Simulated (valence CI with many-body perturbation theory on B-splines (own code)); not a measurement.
Results of a calculation; reference values are marked as such.
Au47+: what the settings do

Method: configuration interaction combined with many-body perturbation theory (CI+MBPT): four valence electrons over a frozen Dirac-Fock core [Ar] 3d10, a basis of 6 s, 6 p, 5 d, 3 f, 1 g functions for each j, with the one-electron correlation potential Σ1, the two-electron term Σ2, the three-electron term Σ3, Breit, model QED; selected CI, second order for the rest, scaled by the run's own slope (own B-spline code, finite nucleus).

The last digits are not significant, and no measured levels were compared; by estimate large intervals hold to a few tenths of a per cent, small ones and those within an open d or f shell to about a per cent.

The reference run has the lowest level (4s^2 4p1/2^2) J=0 and an ionisation energy of 2641.89 eV. Its largest variational space holds 9995 state functions.

Levels are named by their leading jj configuration (3d3/2^4 stands for four electrons in 3d with j = 3/2), which in mixed levels can hold well under half, so a name can repeat and another be missing. Letters in brackets count levels of one name in rising energy.

Changed runs:
A. cutoff of virtual states (hartree) 12482 → 17280
B. Breit term on → off
C. natural orbitals for correlation on → off; highest l with Σ1, explicit Σ2 and valence Breit (higher l get mean screening factors) 3 → 1
D. correlating orbitals by l 3 3 3 2 1 → 2 2 1 1 0; natural orbitals for correlation on → off (bad on purpose)

Excitation energies of the reference run in cm⁻¹, and shifts in cm⁻¹:

| Level | Reference | A | B | C | D |
| --- | --- | --- | --- | --- | --- |
| (4s^2 4p1/2 4p3/2) J=1 | 1061700 | +8.8 | +12506 | -427 | -406 |
| (4s^2 4p1/2 4p3/2) J=2 | 1099860 | +8.8 | +12992 | -155 | +55 |
| (4s 4p1/2^2 4p3/2) J=2 | 1942650 | +3.3 | +2457 | -415 | -466 |
| (4s 4p1/2^2 4p3/2) J=1 | 2072840 | +3.8 | +2549 | +111 | +199 |
| (4s^2 4p3/2^2) J=2 | 2190530 | +18 | +25075 | -327 | -199 |
| (4s^2 4p3/2^2) J=0 | 2272650 | +18 | +24515 | +406 | +460 |
| (4s^2 4p1/2 4d3/2) J=2 | 2439880 | +16 | +16349 | +15803 | +122 |
| (4s^2 4p1/2 4d3/2) J=1 | 2604560 | +16 | +15402 | +17526 | +1341 |
| (4s^2 4p1/2 4d5/2) J=2 | 2743210 | +16 | +20128 | +13592 | +35 |
| (4s^2 4p1/2 4d5/2) J=3 | 2755310 | +17 | +21326 | +15292 | +646 |
| (4s 4p1/2 4p3/2^2) J=2 [a] | 2989390 | +12 | +14956 | +1349 | -462 |
| (4s 4p1/2 4p3/2^2) J=3 | 3059610 | +12 | +15881 | +620 | -124 |
| Ionisation energy (eV) | 2641.89 | +0.002 | +3.58 | -0.16 | -0.21 |
